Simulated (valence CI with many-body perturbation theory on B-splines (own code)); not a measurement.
# In XIX: calculated level list

Calculated by relativistic CI+MBPT: three valence electrons over a frozen Dirac-Fock core [Ar] 3d10, radial functions for each j: 11 s, 11 p, 10 d, 8 f, 5 g, 2 h, with the one-electron correlation potential Σ1 (screened to all orders), the two-electron term Σ2, the three-electron term Σ3, Breit, model QED; selected single and double excitations, second order for the rest, scaled by the run's own slope (own B-spline code, finite nucleus).

No measured spectrum was set against this ion. As an estimate, levels hold to about 250 cm⁻¹ or 0.2 % of their energy and the worst to 1 %, as in measured heavy ions of charge 2 to 7; those with d or f electrons hold less well.

Levels 46 to 90 of 185, with energies above the lowest level, 4s2 4p 2P°_1/2. "Leading %" is the weight of the configuration and term that name the level; weights of strongly mixed levels are sums over their largest components and can fall short.

```
No.  Configuration  Term     J  E (cm⁻¹)  Leading %  Second component      g
 46         4p2 4d    2F   7/2   1372700         39    27 % 4p2 4d 4F  1.114
 47         4p2 4d    2P   3/2   1374000         39    30 % 4p2 4d 4D  1.040
 48         4p2 4d    4D   1/2   1376600         84    14 % 4p2 4d 2P  0.117
 49         4p2 4d    4F   7/2   1380800         45    36 % 4p2 4d 4D  1.292
 50         4p2 4d    4F   9/2   1393900         53    42 % 4p2 4d 2G  1.231
 51         4p2 4d    4D   5/2   1403500         45    18 % 4p2 4d 4F  1.236
 52         4p2 4d    4D   3/2   1403600         42    41 % 4p2 4d 2P  1.224
 53         4p2 4d    2G   7/2   1421400         54    16 % 4p2 4d 4F  1.021
 54         4p2 4d    4P   5/2   1433600         51    37 % 4p2 4d 2D  1.406
 55         4p2 4d    4P   3/2   1437900         45    22 % 4p2 4d 2P  1.355
 56         4p2 4d    2P   1/2   1438800         36    36 % 4p2 4d 4P  1.663
 57         4p2 4d    4D   7/2   1457900         50    34 % 4p2 4d 2F  1.284
 58         4p2 4d    2D   5/2   1459800         43    30 % 4p2 4d 2F  1.085
 59         4p2 4d    2G   9/2   1464300         47    43 % 4p2 4d 4F  1.211
 60         4p2 4d    2P   1/2   1465400         64    25 % 4p2 4d 4P  1.116
 61         4p2 4d    2D   3/2   1470500         78     6 % 4p2 4d 2P  0.863
 62         4p2 4d    2P   1/2   1486000         57    20 % 4p2 4d 2S  1.121
 63         4p2 4d    2D   3/2   1487500         47    33 % 4p2 4d 4P  1.167
 64         4p2 4d    2F   5/2   1493000         31    25 % 4p2 4d 4P  1.185
 65         4p2 4d    2F   7/2   1509600         66  19 % 4s 4p 4f 2F  1.125
 66         4p2 4d    2S   1/2   1529200         53    27 % 4p2 4d 4P  1.978
 67         4p2 4d    2P   3/2   1536400         60    18 % 4p2 4d 2D  1.240
 68         4p2 4d    2D   5/2   1538500         87     5 % 4p2 4d 4D  1.201
 69         4p2 4d    2D   3/2   1562200         60  14 % 4s 4p 4f 2D  0.792
 70       4s 4p 4f    4G   5/2   1563900         40    22 % 4p2 4d 2D  0.889
 71         4p2 4d    2D   5/2   1565500         24  20 % 4s 4p 4f 4F  1.046
 72       4s 4p 4f    4F   7/2   1566900         37  36 % 4s 4p 4f 4G  1.133
 73       4s 4p 4f    4F   3/2   1573100         45    29 % 4s 4d2 4F  0.514
 74         4s2 5s    2S   1/2   1574600         98                    2.001
 75       4s 4p 4f    4F   9/2   1575800         34  30 % 4s 4p 4f 4G  1.237
 76       4s 4p 4f    4G   5/2   1582700         36  20 % 4s 4p 4f 4F  0.887
 77       4s 4p 4f    4G   7/2   1590400         35  27 % 4s 4p 4f 4D  1.167
 78       4s 4p 4f    2G   7/2   1607800         45    22 % 4s 4d2 2G  0.960
 79         4s 4d2    4F   9/2   1619000         44  22 % 4s 4p 4f 4G  1.254
 80         4s 4d2    4F   7/2   1620800         48  30 % 4s 4p 4f 4D  1.246
 81         4s 4d2    4F   5/2   1624700         35  22 % 4s 4p 4f 2F  1.050
 82       4s 4p 4f    2D   5/2   1629800         20  20 % 4s 4p 4f 2F  1.085
 83         4s 4d2    4F   3/2   1631200         59  16 % 4s 4p 4f 4F  0.560
 84         4s 4d2    2G   9/2   1632800         36  35 % 4s 4p 4f 4G  1.139
 85         4s 4d2    4P   1/2   1642400         98                    2.658
 86       4s 4p 4f    4G  11/2   1643700        100                    1.272
 87         4s 4d2    4P   3/2   1646000         95                    1.691
 88         4s 4d2    4P   5/2   1648700         78     8 % 4s 4d2 2D  1.480
 89       4s 4p 4f    2F   7/2   1657500         35    19 % 4s 4d2 2G  1.065
 90         4s 4d2    2D   3/2   1658700         58  12 % 4s 4p 4f 2D  0.798
```

Names give the largest LS component (configuration and term), which can be under half, so a name can repeat, a term be missing and a line seem to break the LS rules; names also repeat where a configuration has a term twice.

Where two levels of one J and parity lie close, their mixing, g and order are uncertain.
